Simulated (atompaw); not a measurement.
## Reading a pseudo-wave (Eu (Z = 63))

Columns: radius, all-electron u(r) and pseudo u(r) of the 5d shell (level -1.07 eV) of europium in the configuration [Kr] 4d10 4f7 5s2 5p6 5d1 6s1 6p0; PBE, scalar-relativistic, PAW (atompaw) scheme, atompaw 4.2.0.5.

| r (bohr) | all-electron | pseudo |
| --- | --- | --- |
| 0.115 | 0.1225 | 0.0003 |
| 0.231 | 0.0513 | 0.0028 |
| 0.346 | -0.1171 | 0.0090 |
| 0.462 | -0.2001 | 0.0209 |
| 0.577 | -0.1834 | 0.0391 |
| 0.692 | -0.1079 | 0.0643 |
| 0.808 | -0.0081 | 0.0966 |
| 0.923 | 0.0929 | 0.1348 |
| 1.038 | 0.1855 | 0.1779 |
| 1.154 | 0.2661 | 0.2248 |
| 1.269 | 0.3323 | 0.2726 |
| 1.385 | 0.3859 | 0.3203 |
| 1.500 | 0.4274 | 0.3650 |
| 1.615 | 0.4589 | 0.4054 |
| 1.731 | 0.4821 | 0.4405 |
| 1.846 | 0.4982 | 0.4687 |
| 1.962 | 0.5088 | 0.4902 |
| 2.077 | 0.5147 | 0.5046 |
| 2.192 | 0.5171 | 0.5129 |
| 2.308 | 0.5166 | 0.5159 |
| 2.423 | 0.5140 | 0.5147 |
| 2.538 | 0.5097 | 0.5105 |
| 2.654 | 0.5040 | 0.5045 |
| 2.769 | 0.4975 | 0.4976 |
| 2.885 | 0.4901 | 0.4901 |
| 3.000 | 0.4823 | 0.4823 |

Problem. How many radial nodes do the two functions have?

Solution. The all-electron 5d function has n − l − 1 = 2; the pseudo-wave has 0, since the states of the same l below it are removed with the core.

Problem. Is the pseudo-wave norm-conserving?

Solution. No, it belongs to a PAW set: the norm inside the radius is not constrained, and the difference is carried by the augmentation charge.
